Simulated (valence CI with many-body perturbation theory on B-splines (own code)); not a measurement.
## E1 transitions of Mn3+

Method: valence CI with perturbative core correlation (CI+MBPT): four valence electrons over a frozen Dirac-Fock core [Ar], a basis of 7 s, 7 p, 8 d, 6 f, 4 g, 1 h functions for each j, with the one-electron correlation potential Σ1 (screened to all orders), the two-electron term Σ2, the three-electron term Σ3, Breit, model QED; selected single and double excitations, second order for the rest, scaled by the run's own slope (own B-spline code, finite nucleus).

Set against measurement, 66 paired levels are off by 3123 cm⁻¹ on average, the worst by 5064. These come from a selection out of Corliss and Sugar, J. Phys. Chem. Ref. Data 6, 1253 (1977). Levels without a partner in it may be off by more, other configurations by 1,000 to 8,000 cm⁻¹. Among the levels kept, up to 290 cm⁻¹ of a level comes from second order outside the variational space, and about a tenth of that is noise between levels of different J, which matters for small intervals.

Lines 51 to 100 of 581 in falling wavelength, among levels below 254760 cm⁻¹, chosen from the strongest by gf and those to the six lowest levels. Wavelengths and rates use the calculated energies, so an error of 3000 cm⁻¹ moves a line at 178.4 nm by 5.4 % and its rate by three times that or more. Electric multipoles are in the length gauge, E1 and E2 with the static RPA response of the core. Weak lines are less certain than strong ones. Lines between different terms over intervals too small for the method are left out, as are lines whose strength nearly cancels. Where a level lies close to another of its J and parity, the split of strength between their lines is uncertain. The highest levels of a list are the least certain.

Names give the largest LS component (configuration and term), which can be under half, so a name can repeat, a term be missing and a line seem to break the LS rules; names also repeat where a configuration has a term twice. Letters in brackets count levels of one name in rising energy.

```
λ vac (nm)  λ from measured levels             Upper             Lower   A (s⁻¹)  log gf  Branch %
     178.6                               3d3 4d 3G_5  3d3 4p 3G°_5 [c]  3.43e+07   -0.74       1.4
     178.6                          3d3 4p 1F°_3 [a]       3d3 4s 1G_4  4.10e+08    0.14      20.5
     178.6                          3d3 4p 3F°_3 [d]   3d3 4s 3F_3 [b]  4.68e+08    0.19      20.2
     178.5                          3d3 4p 3D°_1 [b]   3d3 4s 3P_0 [b]  1.29e+08   -0.73       5.8
     178.4                   176.7      3d3 4p 5G°_3       3d3 4s 5F_2  4.19e+08    0.15      72.0
     178.4                          3d3 4p 3H°_6 [a]       3d3 4s 3G_5  4.41e+08    0.44      52.1
     178.4                   176.6      3d3 4p 5G°_5       3d3 4s 5F_5  7.92e+07   -0.38      13.2
     178.4                          3d3 4p 3D°_1 [f]   3d3 4s 3D_1 [b]  3.79e+08   -0.27      11.1
     178.3                          3d3 4p 3P°_2 [b]   3d3 4s 3P_1 [b]  7.12e+07   -0.77       2.7
     178.3                          3d3 4p 3P°_2 [b]   3d3 4s 3P_2 [b]  6.83e+07   -0.79       2.6
     178.1                          3d3 4p 3D°_1 [f]   3d3 4s 3D_2 [b]  1.70e+08   -0.62       5.0
     178.1                          3d3 4p 3F°_3 [d]   3d3 4s 3F_4 [b]  7.72e+07   -0.59       3.3
     177.9                          3d3 4p 3D°_2 [f]   3d3 4s 3D_2 [b]  3.74e+08   -0.05      11.1
     177.7                              3d3 4p 5P°_2       3d3 4s 5P_3  3.00e+08   -0.15       8.1
     177.7                   176.0      3d3 4p 5G°_4       3d3 4s 5F_3  4.51e+08    0.28      76.4
     177.7                          3d3 4p 3F°_4 [e]   3d3 4s 3F_4 [b]  5.57e+08    0.37      24.2
     177.6                              3d3 4p 5P°_1       3d3 4s 5P_2  4.58e+08   -0.19      12.2
     177.5                          3d3 4p 3D°_2 [f]   3d3 4s 3D_3 [b]  1.32e+08   -0.51       3.9
     177.0                              3d3 4p 5P°_1       3d3 4s 5P_1  1.37e+08   -0.71       3.7
     176.9                          3d3 4p 3F°_2 [c]   3d3 4s 3D_2 [a]  1.08e+08   -0.60       3.6
     176.9                   175.2      3d3 4p 5G°_5       3d3 4s 5F_4  5.10e+08    0.42      85.2
     176.8                          3d3 4p 3D°_3 [f]   3d3 4s 3D_3 [b]  5.38e+08    0.25      15.9
     176.5                          3d3 4p 3D°_3 [c]   3d3 4s 3D_3 [a]  7.81e+07   -0.59       2.4
     176.5                          3d3 4p 1D°_2 [c]       3d3 4s 1F_3  4.44e+08    0.02      18.1
     176.3                   174.0  3d3 4p 3F°_3 [a]   3d3 4s 3F_4 [a]  7.20e+07   -0.63       2.9
     176.1                          3d3 4p 1F°_3 [b]   3d3 4s 1D_2 [a]  2.70e+08   -0.06       6.7
     176.1                              3d3 4p 5P°_3       3d3 4s 5P_3  4.54e+08    0.17      12.0
     176.0                   174.2      3d3 4p 5G°_6       3d3 4s 5F_5  6.04e+08    0.56      99.9
     176.0                              3d3 4p 5P°_2       3d3 4s 5P_1  2.36e+08   -0.26       6.4
     175.7                          3d3 4p 3G°_3 [b]       3d3 4s 3G_4  1.04e+08   -0.47       2.9
     175.7                   173.4  3d3 4p 3F°_2 [a]   3d3 4s 3F_3 [a]  8.83e+07   -0.69       3.5
     175.6                          3d3 4p 3D°_2 [b]   3d3 4s 3P_1 [b]  1.46e+08   -0.47       7.1
     175.6                          3d3 4p 3D°_2 [b]   3d3 4s 3P_2 [b]  7.32e+07   -0.77       3.6
     175.2                          3d3 4p 3F°_2 [c]   3d3 4s 3D_1 [a]  1.27e+08   -0.53       4.2
     175.2                          3d3 4p 3G°_4 [b]       3d3 4s 3G_5  8.15e+07   -0.47       2.3
     175.1                          3d3 4p 3G°_3 [b]       3d3 4s 3G_3  4.29e+08    0.14      11.8
     174.9                              3d3 4p 5P°_3       3d3 4s 5P_2  1.67e+08   -0.27       4.4
     174.8                          3d3 4p 3G°_3 [c]   3d3 4s 1D_2 [a]  2.08e+08   -0.18       5.0
     174.7                   172.5  3d3 4p 3F°_4 [a]   3d3 4s 3F_4 [a]  5.62e+08    0.36      22.1
     174.6                          3d3 4p 3F°_3 [c]   3d3 4s 3D_3 [a]  6.25e+07   -0.70       1.9
     174.6                          3d3 4p 3F°_3 [c]   3d3 4s 3D_2 [a]  3.58e+08    0.06      11.1
     174.5                              3d3 4p 1I°_6       3d3 4s 1H_5  5.96e+08    0.55      23.1
     174.3                          3d3 4p 3G°_4 [b]       3d3 4s 3G_4  4.02e+08    0.22      11.2
     174.3                   172.1  3d3 4p 3F°_3 [a]   3d3 4s 3F_3 [a]  4.86e+08    0.19      19.2
     174.3                          3d3 4p 3D°_3 [b]   3d3 4s 3P_2 [b]  4.45e+08    0.15      17.0
     174.3                          3d3 4p 3G°_5 [b]       3d3 4s 3G_5  4.49e+08    0.35      12.8
     174.1                   171.9  3d3 4p 3F°_2 [a]   3d3 4s 3F_2 [a]  4.96e+08    0.05      19.8
     174.1                              3d3 4p 3I°_5       3d3 4s 3H_4  5.94e+08    0.47      63.1
     173.9                          3d3 4p 3D°_1 [b]   3d3 4s 3P_0 [a]  1.92e+08   -0.58       8.6
     173.7                          3d3 4p 3G°_4 [b]       3d3 4s 3G_3  7.88e+07   -0.49       2.2
```
